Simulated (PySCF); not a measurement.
## C₆ coefficients of unlike pairs at BHandHLYP

Calculated with PySCF 2.14 from the dipole response of each species, C₆(A,B) = (3/π) ∫ α_A(iu) α_B(iu) du, in atomic units, from isotropic polarisabilities. For ions this is the dispersion term alone; charge-induced terms of lower order in 1/R come first.

```
species           configuration                                                                             basis      relativity  α (bohr³)  C₆ (like pair)
     Mg           [Ne] 3s2 (1S)                                                       aug-cc-pVQZ-DK (7s6p4d3f2g)   spin-free X2C      73.07           647.6
      O       [He] 2s2 2p4 (3P)  aug-cc-pVQZ with one added diffuse shell each of s, p, d, f, g type (7s6p5d4f3g)            none      5.163           15.20
    Zr⁺       [Kr] 4d2 5s1 (4F)    x2c-TZVPPall with one added diffuse shell each of s, p, d, f type (9s7p7d3f1g)   spin-free X2C      60.55           514.4
   Kr³⁺  [Ar] 3d10 4s2 4p3 (4S)                                       aug-cc-pV5Z-PP with ECP10MDF (8s7p6d4f3g2h)  core potential      5.460           21.27
```

Question: Estimate C₆ for Zr⁺ with Mg.

Answer: The integral gives 569.1. The combination rule 2 C_A C_B / (C_A α_B/α_A + C_B α_A/α_B) gives 575.6 and the geometric mean 577.2.

No spin-orbit coupling is included.

The other pairs:

```
     pair     C₆
  Kr³⁺, O  17.92
Kr³⁺, Zr⁺  85.67
 Kr³⁺, Mg  83.73
   Zr⁺, O  75.75
    O, Mg  75.46
```
